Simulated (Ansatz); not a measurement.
Steps of a relaxation of `C=CCCCCC` with RKS PBE0-D4/def2-TZVP.

```sh
$ ansatz run in.yaml --threads 2 --pin off --events-out ev --progress --plain --max-ram 32768MiB --backend cuda --devices 0, --max-vram 18GiB
```

```yaml
crystal:
  periodic: [false, false, false]
  atoms:
    - {symbol: C, position_ang: [-1.060010, 2.813210, -1.017180]}
    - {symbol: C, position_ang: [0.066270, 2.138930, -0.882770]}
    - {symbol: C, position_ang: [0.407430, 0.890670, -1.631040]}
    - {symbol: C, position_ang: [0.686840, -0.279690, -0.682120]}
    - {symbol: C, position_ang: [-0.558700, -0.673140, 0.108610]}
    - {symbol: C, position_ang: [-0.356500, -1.911650, 0.981560]}
    - {symbol: C, position_ang: [0.626000, -1.687440, 2.125460]}
    - {symbol: H, position_ang: [-1.830790, 2.496840, -1.701220]}
    - {symbol: H, position_ang: [-1.261820, 3.710240, -0.456380]}
    - {symbol: H, position_ang: [0.823510, 2.477660, -0.186290]}
    - {symbol: H, position_ang: [1.302840, 1.074960, -2.233000]}
    - {symbol: H, position_ang: [-0.408480, 0.629100, -2.308210]}
    - {symbol: H, position_ang: [1.486940, 0.004360, 0.003310]}
    - {symbol: H, position_ang: [1.031010, -1.138100, -1.263900]}
    - {symbol: H, position_ang: [-1.370660, -0.871170, -0.595770]}
    - {symbol: H, position_ang: [-0.866790, 0.166920, 0.734930]}
    - {symbol: H, position_ang: [-0.005600, -2.738510, 0.359120]}
    - {symbol: H, position_ang: [-1.323200, -2.201920, 1.400340]}
    - {symbol: H, position_ang: [0.322190, -0.831010, 2.724240]}
    - {symbol: H, position_ang: [1.630310, -1.507470, 1.749390]}
    - {symbol: H, position_ang: [0.659210, -2.562810, 2.770900]}
basis:
  gaussian: {orbitals: def2-TZVP}
hamiltonian: {xc: pbe0, dispersion: d4}
relax: {f_tol: 0.005, max_steps: 150}
```

Positions (Å) and forces (eV/Å) along the path, 7 of 8 steps:

```xyz
21
step=1 energy=-7480.9467 eV
C    -1.060    2.813   -1.017   -0.083    0.163    0.069
C     0.066    2.139   -0.883    0.120   -0.327   -0.315
C     0.407    0.891   -1.631    0.143    0.001    0.334
C     0.687   -0.280   -0.682   -0.498    0.163   -0.065
C    -0.559   -0.673    0.109    0.396   -0.366    0.015
C    -0.356   -1.912    0.982    0.058    0.397    0.103
C     0.626   -1.687    2.125   -0.235   -0.173   -0.295
H    -1.831    2.497   -1.701   -0.170   -0.130   -0.194
H    -1.262    3.710   -0.456   -0.005    0.216    0.167
H     0.824    2.478   -0.186    0.103    0.136    0.168
H     1.303    1.075   -2.233    0.011   -0.004   -0.102
H    -0.408    0.629   -2.308   -0.019    0.003   -0.098
H     1.487    0.004    0.003    0.148   -0.038    0.026
H     1.031   -1.138   -1.264    0.100   -0.065   -0.004
H    -1.371   -0.871   -0.596   -0.101    0.075   -0.053
H    -0.867    0.167    0.735   -0.113    0.055    0.012
H    -0.006   -2.739    0.359   -0.056   -0.115   -0.045
H    -1.323   -2.202    1.400   -0.048   -0.101   -0.020
H     0.322   -0.831    2.724    0.004    0.130    0.132
H     1.630   -1.507    1.749    0.169    0.051    0.026
H     0.659   -2.563    2.771    0.077   -0.073    0.137
21
step=2 energy=-7480.9654 eV
C    -1.057    2.844   -1.038   -0.044    0.045    0.058
C     0.070    2.163   -0.900    0.025   -0.199   -0.065
C     0.409    0.902   -1.627   -0.012   -0.009    0.125
C     0.671   -0.275   -0.683   -0.144    0.043    0.032
C    -0.562   -0.695    0.111    0.139   -0.036    0.005
C    -0.355   -1.923    0.993    0.091    0.137    0.001
C     0.632   -1.704    2.134   -0.117   -0.037   -0.146
H    -1.834    2.518   -1.720   -0.031   -0.037   -0.064
H    -1.257    3.744   -0.471    0.030    0.064    0.025
H     0.823    2.508   -0.195    0.019    0.080    0.045
H     1.305    1.074   -2.233    0.013   -0.025   -0.021
H    -0.402    0.646   -2.315   -0.020    0.007   -0.052
H     1.480   -0.002    0.001    0.065   -0.019    0.024
H     1.027   -1.129   -1.267    0.045   -0.018   -0.025
H    -1.376   -0.893   -0.595   -0.047   -0.001   -0.013
H    -0.892    0.143    0.732   -0.054    0.042    0.007
H    -0.014   -2.757    0.371   -0.012   -0.062   -0.013
H    -1.321   -2.222    1.410   -0.020   -0.016   -0.007
H     0.330   -0.851    2.746    0.005    0.045    0.051
H     1.639   -1.511    1.763    0.055    0.021    0.005
H     0.682   -2.581    2.782    0.016   -0.025    0.029
21
step=3 energy=-7480.9678 eV
C    -1.060    2.850   -1.035    0.025    0.092   -0.059
C     0.065    2.161   -0.892    0.039   -0.003   -0.036
C     0.405    0.900   -1.616   -0.037   -0.016    0.041
C     0.665   -0.278   -0.676   -0.006   -0.002    0.008
C    -0.567   -0.703    0.110    0.024    0.024   -0.002
C    -0.352   -1.926    0.993    0.018   -0.003    0.003
C     0.635   -1.704    2.129   -0.013    0.007   -0.010
H    -1.834    2.529   -1.727    0.015   -0.012    0.048
H    -1.237    3.776   -0.496    0.003   -0.086    0.008
H     0.824    2.523   -0.197   -0.046   -0.002    0.001
H     1.303    1.068   -2.223   -0.003    0.013    0.011
H    -0.403    0.648   -2.312    0.000    0.000    0.006
H     1.477   -0.012    0.009   -0.013    0.001   -0.005
H     1.029   -1.128   -1.265   -0.005    0.002   -0.001
H    -1.379   -0.907   -0.598    0.006   -0.013    0.003
H    -0.912    0.135    0.726    0.006   -0.005   -0.008
H    -0.015   -2.765    0.372    0.003    0.005    0.005
H    -1.317   -2.231    1.411    0.002    0.005    0.011
H     0.331   -0.856    2.751    0.004   -0.014   -0.010
H     1.643   -1.497    1.760   -0.018   -0.003    0.003
H     0.700   -2.583    2.776   -0.004    0.010   -0.018
21
step=4 energy=-7480.9675 eV rejected
C    -1.048    2.869   -1.049    0.152   -0.006   -0.023
C     0.058    2.157   -0.883   -0.053    0.087   -0.008
C     0.395    0.901   -1.612    0.006   -0.070   -0.015
C     0.654   -0.286   -0.683   -0.017    0.012   -0.005
C    -0.571   -0.714    0.108    0.021   -0.031    0.031
C    -0.343   -1.932    0.996   -0.013    0.022   -0.042
C     0.640   -1.699    2.132    0.006    0.004   -0.004
H    -1.805    2.569   -1.766   -0.071   -0.006   -0.001
H    -1.218    3.787   -0.499   -0.044   -0.013    0.015
H     0.796    2.503   -0.160    0.027   -0.023    0.021
H     1.295    1.068   -2.217   -0.033    0.020    0.015
H    -0.415    0.659   -2.310    0.020   -0.012    0.004
H     1.469   -0.024    0.001    0.020    0.003    0.006
H     1.015   -1.131   -1.279    0.002   -0.002   -0.003
H    -1.385   -0.931   -0.592   -0.005    0.007   -0.018
H    -0.917    0.125    0.722   -0.017    0.013    0.009
H    -0.001   -2.769    0.376    0.008    0.002    0.020
H    -1.305   -2.243    1.418   -0.005   -0.004   -0.001
H     0.322   -0.862    2.758   -0.033    0.031    0.028
H     1.643   -1.468    1.769    0.033   -0.008   -0.041
H     0.722   -2.579    2.773   -0.004   -0.026    0.012
21
step=5 energy=-7480.9690 eV
C    -1.051    2.856   -1.039   -0.027   -0.003    0.014
C     0.068    2.161   -0.894    0.015    0.001   -0.001
C     0.402    0.898   -1.616    0.003   -0.003   -0.013
C     0.663   -0.280   -0.678    0.001    0.004    0.003
C    -0.567   -0.706    0.106    0.002   -0.002    0.002
C    -0.350   -1.925    0.993   -0.004   -0.005    0.000
C     0.633   -1.699    2.130    0.003    0.004    0.001
H    -1.832    2.532   -1.720    0.006    0.008   -0.007
H    -1.230    3.770   -0.484    0.004   -0.001   -0.002
H     0.822    2.518   -0.193    0.001    0.001    0.003
H     1.298    1.067   -2.224   -0.001   -0.005   -0.001
H    -0.408    0.648   -2.310   -0.001    0.001    0.000
H     1.475   -0.013    0.007    0.000   -0.002    0.002
H     1.028   -1.129   -1.268    0.002    0.002    0.001
H    -1.376   -0.919   -0.603    0.000    0.003   -0.001
H    -0.918    0.133    0.718   -0.003    0.002    0.000
H    -0.009   -2.765    0.375   -0.001   -0.002    0.003
H    -1.315   -2.231    1.411   -0.001   -0.001    0.000
H     0.324   -0.854    2.752   -0.002    0.001    0.000
H     1.640   -1.485    1.762    0.000    0.000    0.000
H     0.702   -2.578    2.774    0.002    0.000   -0.001
21
step=6 energy=-7480.9691 eV
C    -1.049    2.856   -1.034    0.010   -0.003   -0.005
C     0.069    2.159   -0.893   -0.008   -0.002    0.002
C     0.401    0.897   -1.617    0.005    0.011   -0.007
C     0.663   -0.281   -0.680   -0.004    0.003   -0.002
C    -0.568   -0.709    0.104   -0.001    0.004   -0.005
C    -0.350   -1.926    0.993    0.005   -0.003    0.004
C     0.633   -1.694    2.129   -0.001   -0.002    0.000
H    -1.827    2.540   -1.723   -0.006   -0.004    0.007
H    -1.228    3.766   -0.473    0.003    0.005   -0.003
H     0.823    2.511   -0.189   -0.004   -0.004    0.005
H     1.296    1.065   -2.228    0.006   -0.003    0.000
H    -0.411    0.648   -2.310   -0.004   -0.002    0.002
H     1.474   -0.013    0.006   -0.001   -0.002    0.000
H     1.029   -1.130   -1.269    0.001    0.002    0.000
H    -1.376   -0.923   -0.606    0.000   -0.002    0.000
H    -0.920    0.131    0.714    0.000    0.000    0.001
H    -0.007   -2.767    0.377    0.002    0.000   -0.001
H    -1.314   -2.233    1.411   -0.001    0.002    0.003
H     0.319   -0.850    2.751    0.002    0.000    0.000
H     1.638   -1.477    1.762   -0.002    0.002   -0.001
H     0.706   -2.572    2.775   -0.002   -0.001   -0.001
21
step=8 energy=-7480.9692 eV
C    -1.048    2.857   -1.033    0.002   -0.002    0.000
C     0.069    2.158   -0.891   -0.001    0.002    0.001
C     0.400    0.897   -1.618    0.000    0.000   -0.001
C     0.662   -0.282   -0.682    0.001   -0.001    0.000
C    -0.568   -0.710    0.102   -0.001    0.002   -0.002
C    -0.349   -1.926    0.993    0.001   -0.001    0.001
C     0.632   -1.692    2.130    0.001    0.001    0.001
H    -1.827    2.542   -1.720   -0.001    0.001    0.000
H    -1.224    3.768   -0.473    0.000    0.001    0.000
H     0.823    2.508   -0.186    0.000   -0.001    0.000
H     1.296    1.065   -2.228    0.001    0.000    0.001
H    -0.412    0.649   -2.311   -0.001    0.000    0.000
H     1.473   -0.015    0.004   -0.001   -0.001    0.000
H     1.028   -1.130   -1.272   -0.001    0.000   -0.001
H    -1.376   -0.927   -0.608    0.000   -0.001    0.000
H    -0.922    0.130    0.711    0.000    0.000    0.000
H    -0.004   -2.767    0.379    0.000    0.001    0.000
H    -1.313   -2.233    1.411    0.000    0.000    0.000
H     0.316   -0.849    2.752    0.000    0.000   -0.001
H     1.637   -1.471    1.763   -0.001   -0.001    0.000
H     0.707   -2.570    2.776    0.000    0.000    0.000
```

Run time 23 s (2 threads of an AMD EPYC 7R13 on a shared host and a share of an NVIDIA H100 80 GB); peak host memory 0.89 GiB.
